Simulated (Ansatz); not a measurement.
A run for Ansatz (a program for electronic structure): U-SVWN5/def2-TZVPP on OS (SMILES O=S).

Ansatz 0.2 input:
```yaml
crystal:
  periodic: [false, false, false]
  atoms:
    - {symbol: S, position_ang: [0.00000000, 0.00000000, -0.74495156]}
    - {symbol: O, position_ang: [-0.00000000, -0.00000000, 0.74495156]}
basis:
  gaussian:
    orbitals: def2-TZVPP
hamiltonian:
  xc: {name: SVWN5}
magnetization: {spin_polarized: true, initial_magnetization: 2}
```

What total energy does the run end on?

-471.5176 hartree.
